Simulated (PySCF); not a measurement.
**Functional benchmark on one molecule**

Molecule: triethylborane (SMILES CCB(CC)CC).

Geometry (Å), atoms numbered from 1 in this order:
```xyz
22

C    -1.9789   -1.8033   -0.1846
C    -1.0379   -1.1261    0.8227
B    -0.1424   -0.0738    0.0562
C    -0.5384    1.4499    0.1190
C     0.1717    2.4415   -0.7932
C     1.1446   -0.5717   -0.7087
C     2.3424   -0.4420    0.2464
H    -2.6494   -1.0739   -0.6673
H    -1.4199   -2.3108   -0.9870
H    -2.6176   -2.5602    0.2966
H    -0.4088   -1.8998    1.2974
H    -1.6374   -0.6576    1.6215
H    -1.6369    1.5186    0.0036
H    -0.3900    1.7256    1.1841
H    -0.1641    3.4773   -0.6300
H     1.2620    2.4259   -0.6392
H    -0.0026    2.2071   -1.8552
H     1.3436    0.0234   -1.6154
H     1.0491   -1.6252   -1.0221
H     3.2790   -0.7767   -0.2255
H     2.2027   -1.0466    1.1568
H     2.4959    0.6001    0.5700
```

Geometry PBE0-D3(BJ)/def2-SVP throughout; GIAO in PySCF 2.14, gas phase, one conformer, non-relativistic; equivalent atoms averaged; basis pcSseg-1.

Reference values (measured; solution, CDCl3; H. S. Rzepa et al., J. Org. Chem. 2018, An accessible method for DFT calculation of 11B NMR shifts): δ(B3) = 86.5 ppm vs BF3.OEt2. Computed shifts are taken against BF3·OEt2, calculated as an isolated molecule at each level.

Question: How do the functionals HF, PBE, BP86, OPBE, B97-D, PBE0, WP04, B97-2, wB97X-D, LC-wPBE perform against the reference? Times are CPU seconds on 1 thread of an Arm Neoverse V2, shared host; the GGAs took longer than the global hybrids here, which isn't the general rule, and the cause wasn't traced.

Answer: 
| functional | kind | B3 | abs. error B | core-s |
| --- | --- | --- | --- | --- |
| HF | Hartree–Fock | 82.3 | 4.2 | 12 |
| PBE | GGA | 88.1 | 1.6 | 35 |
| BP86 | GGA | 87.1 | 0.6 | 34 |
| OPBE | GGA | 81.3 | 5.2 | 36 |
| B97-D | GGA | 81.7 | 4.8 | 36 |
| PBE0 | global hybrid | 87.4 | 0.9 | 25 |
| WP04 | global hybrid | 84.5 | 2.0 | 24 |
| B97-2 | global hybrid | 83.4 | 3.1 | 23 |
| wB97X-D | range-separated hybrid | 83.6 | 2.9 | 30 |
| LC-wPBE | range-separated hybrid | 90.3 | 3.8 | 42 |

For 11B the closest is BP86 (0.6 ppm) and the furthest OPBE (5.2 ppm). One molecule is a small sample, and vibrational and solvent effects are absent from the calculation.
